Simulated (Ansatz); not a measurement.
Single points on Cs₃H₄.

```yaml
crystal:
  periodic: [false, false, false]
  atoms:
    - {symbol: Cs, position_ang: [-1.971040, 1.063490, -1.632164]}
    - {symbol: Cs, position_ang: [1.422441, -1.757881, -1.943362]}
    - {symbol: Cs, position_ang: [-0.781927, -1.326116, 1.477094]}
    - {symbol: H, position_ang: [1.087060, 1.693307, 2.368093]}
    - {symbol: H, position_ang: [0.557148, 0.512405, -0.473993]}
    - {symbol: H, position_ang: [1.043646, 1.494949, 1.643913]}
    - {symbol: H, position_ang: [-1.357318, -1.680164, -1.439573]}
basis:
  gaussian: {orbitals: def2-TZVPD, initial_orbitals: start.molden}
magnetization: {spin_polarized: true, initial_magnetization: 1}
hamiltonian: {xc: r2scan, dispersion: d4}
scf: {omitted_lower_state_checks: [starts]}
output: {orbitals: {seedname: orbitals}}
```

The file start.molden holds the orbitals of an earlier run on this structure, at another level or in another basis.

```sh
$ ansatz run in.yaml --threads 4 --pin off --events-out ev --progress --plain --max-ram 3916MiB
```

Shortened log:

```
Functional definition: r2SCAN
  name "r2SCAN"
  cite "Furness, Kaplan, Ning, Perdew & Sun, J. Phys. Chem. Lett. 11, 8208 (2020) doi:10.1021/acs.jpclett.0c02405"
  cite "Furness, Kaplan, Ning, Perdew & Sun, J. Phys. Chem. Lett. 11, 9248 (2020) doi:10.1021/acs.jpclett.0c03077"
  parent r2scan
  parameter k0 = 0.174
  parameter k1 = 0.065
  parameter a1 = 4.9479
  exchange = r2scan_x(k0 = k0, k1 = k1, a1 = a1)
  correlation = r2scan_c
these checks for a lower state are left out or cut short: starts
1131 factors; their error is unknown
mean field evaluation 1: about -1709.3298 eV, gradient 2.4e0 eV
mean field evaluation 2: about -1709.3992 eV, gradient 7.9e-2 eV
mean field evaluation 4: about -1709.3843 eV, gradient 1.8e-3 eV
mean field evaluation 8: about -1709.3843 eV, gradient 3.1e-5 eV
mean field -1709.38433857 eV, -62.8187157800 hartree, gradient 8.2e-6 eV, S^2 0.750469; 0 other end points of the search recorded, 0 dependent functions left out
reference -1709.38444249 eV, -62.8187195992 hartree; 16, 15 occupied and 116, 117 virtual orbitals, 1131 factors
Total energy: -1709.45331817 eV, -62.8212507336 hartree
Checks for a lower state left out: starts
```

Run time 14 s (4 threads of AMD EPYC 7B13 on a shared host).

As the first input, with `gaussian: {orbitals: def2-TZVP, initial_orbitals: start.molden}`, `hamiltonian: {xc: {name: PBE-QIDH}}` and without the key `output` (abridged; 5.5 s):

```
Functional definition: PBE-QIDH
mean field -1699.14997789 eV, -62.4426099622 hartree, gradient 5.7e-6 eV, S^2 0.750442
second order -11.67772418 eV of doubles, -0.00000000 eV of singles
Total energy: -1703.04257414 eV, -62.5856602359 hartree
Checks for a lower state left out: starts
```

As the first input, with `gaussian: {orbitals: def2-SVP, initial_orbitals: start.molden}`, `hamiltonian: {xc: pbe, dispersion: d4}` (abridged; 2.1 s):

```
Functional definition: PBE
mean field -1708.33681573 eV, -62.7802200260 hartree, gradient 2.7e-5 eV, S^2 0.750267
Total energy: -1708.63850517 eV, -62.7913069081 hartree
Checks for a lower state left out: starts
```

As the first input, with `gaussian: {orbitals: def2-TZVP, initial_orbitals: start.molden}`, `hamiltonian: {xc: pbe}`, `correlation: {method: rpa}` and without the key `output` (abridged; 3.7 s):

```
Functional definition: PBE
mean field -1708.82917821 eV, -62.7983140132 hartree, gradient 1.4e-6 eV, S^2 0.750193
Total energy: -1698.98980108 eV, -62.4367235731 hartree
Checks for a lower state left out: starts
```

First input, but with `hamiltonian: {xc: pbe, dispersion: d4}` (abridged; 3.1 s):

```
Functional definition: PBE
mean field -1708.88734091 eV, -62.8004514531 hartree, gradient 1.9e-5 eV, S^2 0.750214
Total energy: -1709.18903362 eV, -62.8115384555 hartree
Checks for a lower state left out: starts
```

The first input with `gaussian: {orbitals: def2-TZVPP, initial_orbitals: start.molden}`, `correlation: {method: ccsd_t}`, `scf: {omitted_lower_state_checks: [starts, cluster_reference]}` and without the key `hamiltonian` (abridged; 4.4 min):

```
Functional definition: HF
mean field -1681.97979252 eV, -61.8116172881 hartree, gradient 3.8e-6 eV, S^2 0.750534
second order -13.85835810 eV of doubles, -0.00000000 eV of singles
cycle   1  -15.02802576 eV  change    -1.2e0 eV  update   9.4e-2
cycle   2  -15.48031897 eV  change   -4.5e-1 eV  update   3.7e-2
cycle   3  -15.51515599 eV  change   -3.5e-2 eV  update   2.1e-2
cycle   4  -15.49054385 eV  change    2.5e-2 eV  update   1.2e-2
cycle   5  -15.48241278 eV  change    8.1e-3 eV  update   6.1e-3
cycle   6  -15.48392788 eV  change   -1.5e-3 eV  update   4.4e-3
cycle   7  -15.48576240 eV  change   -1.8e-3 eV  update   3.1e-3
cycle   8  -15.48600167 eV  change   -2.4e-4 eV  update   2.0e-3
cycle   9  -15.48597110 eV  change    3.1e-5 eV  update   1.1e-3
cycle  10  -15.48570685 eV  change    2.6e-4 eV  update   6.2e-4
cycle  11  -15.48575452 eV  change   -4.8e-5 eV  update   3.9e-4
cycle  12  -15.48585850 eV  change   -1.0e-4 eV  update   2.9e-4
cycle  13  -15.48590555 eV  change   -4.7e-5 eV  update   2.2e-4
cycle  14  -15.48594734 eV  change   -4.2e-5 eV  update   1.5e-4
cycle  15  -15.48595284 eV  change   -5.5e-6 eV  update   8.5e-5
cycle  16  -15.48593977 eV  change    1.3e-5 eV  update   4.5e-5
cycle  17  -15.48593005 eV  change    9.7e-6 eV  update   2.3e-5
perturbative correction -0.39826268 eV, -0.0146358837 hartree
Total energy: -1697.86398525 eV, -62.3953506045 hartree
Checks for a lower state left out: starts, cluster_reference
```

First input, but with `gaussian: {orbitals: def2-TZVP, initial_orbitals: start.molden}`, `hamiltonian: {xc: {name: B97M-V}}` (abridged; 13 s):

```
Functional definition: B97M-V
mean field -1710.17421596 eV, -62.8477432388 hartree, gradient 1.0e-5 eV, S^2 0.751014
Total energy: -1710.17432005 eV, -62.8477470640 hartree
Checks for a lower state left out: starts
```

Geometry: r2SCAN-D4/def2-TZVP.

In the def2 sets Cs takes a core potential; there is no spin–orbit coupling. Correlated methods freeze no core orbitals; core or outer-core shells of Cs are correlated, in sets that lack core-valence functions. In the doublet, H4 and H6 lie 0.75 Å apart (atoms count from 1), so H2 has formed as a molecule. The structure comes from a short search, and lower isomers may exist.
